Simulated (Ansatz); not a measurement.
Isolated molecules relaxed with PBE0-D4/def2-TZVP in Ansatz; ΔE leaves out vibrations. CBS: MP2 limit from def2 TZ/QZ plus the TZ coupled-cluster correction, frozen cores. Functionals use def2-TZVPP. One conformer a species, not always the lowest.

Reaction (isomerisation): `CC1C[SiH2]S1` → `C=CSC[SiH3]`

| level | ΔE (kcal/mol) |
| --- | --- |
| PBE-D4 | 31.6 |
| PBE0-D4 | 34.7 |
| B2PLYP | 30.0 |
| r2SCAN | 31.9 |
| PBE0 | 34.3 |
| MP2/def2-TZVPP | 34.8 |
| HF/def2-QZVPP | 28.3 |
| MP2/CBS(def2) | 35.3 |

(1) What does CCSD(T)/CBS give? (Estimate.)

Largest T1 diagnostic among the species: 0.012.

Results:

(1) The calculation gave: +32.3 kcal/mol. The listed levels differ from it by -0.7, 2.4, -2.3, -0.4, 2.0, 2.5, -4.0, 3.0 kcal/mol.

In def2-TZVPP, CCSD(T) changes the Hartree–Fock value by +3.5 kcal/mol (the triples alone add −0.2 kcal/mol) and MP2 by +6.4 kcal/mol. From PBE to PBE0 (25 % exact exchange), in def2-TZVPP and without D4, ΔE moves by +3.2 kcal/mol. The D4 term adds +0.8 kcal/mol with B3LYP and +0.3 kcal/mol with PBE0; it sums over pairs of atoms, weighted by their polarisabilities, and B3LYP, whose exchange is more repulsive, gets the larger term.

B3LYP here is the variant with VWN-RPA as its local correlation; programs differ in this.
